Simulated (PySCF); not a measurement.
These are B3LYP-D3(BJ)/def2-TZVP (PySCF) values and carry that method's errors. Isolated molecules, 0 K electronic values unless said otherwise. B3LYP has the VWN-RPA correlation part, as in Gaussian. Excitations are Tamm–Dancoff values on a coarser integration grid. The basis has no diffuse functions, so Rydberg states are missing or too high.

Reference species (SMILES): `[SiH3]C1=CC=C[SiH2]1` (neutral, multiplicity 1).

The HOMO–LUMO gap comes out as 4.75 eV and the brightest of the four lowest singlets (TDA) comes out as 4.54 eV. The S1–T1 gap (TDA) is 1.86 eV. The dipole moment is 1.29 D.

Changed species: `[SiH3][SiH]1C=CC=C1`.

Predict the effect on the HOMO–LUMO gap, brightest of the four lowest singlets (TDA), S1–T1 gap (TDA) and dipole moment.

the HOMO–LUMO gap rises by 0.10 eV, to 4.85 eV; the brightest of the four lowest singlets (TDA) rises by 0.71 eV, to 5.25 eV; the S1–T1 gap (TDA) falls by 0.04 eV, to 1.82 eV; the dipole moment falls by 0.58 D, to 0.71 D.
